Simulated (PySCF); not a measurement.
Coordinates in bohr (charge 0 multiplicity 3):
```
W     0.0000    0.0000    0.0000
Cl    0.0000    0.0000    4.1723
Cl    0.0000    0.0000   -4.1723
```

Computed with PySCF, UPBE0, basis W def2-TZVP with ECP60, Cl def2-TZVP (scalar-relativistic core potentials, no spin–orbit coupling, density fitting).

This geometry of WCl₂ is a stationary point at this level.

Question: What is the point group?

Answer: D∞h.

Question: Is it a minimum?

Answer: Yes: all harmonic wavenumbers are real, though the softest, 35 cm⁻¹, leaves little margin.

Question: Give the atomic charges and bond orders.

Answer: 
```csv
atom,Mulliken,Löwdin,polar tensor,spin (Mulliken),Mayer order to W1
W1,0.54,-0.23,0.90,2.15,–
"Cl2,3",-0.27,0.11,-0.45,-0.08,1.29
```

Question: Give the ideal-gas entropy at 298.15 K and 1 bar by parts.

Answer: translation 177.9, rotation 71.9, vibration 53.4, spin 9.1; total 312.3 J/(mol K).

Other isomers or separated fragments may lie lower. Open d and f shells are described by one determinant, and the ground state may have another occupation or spin. At this level a quintet minimum of C2v symmetry lies 56 kJ/mol below this structure. Spin–orbit coupling, left out here, can matter for elements this heavy.
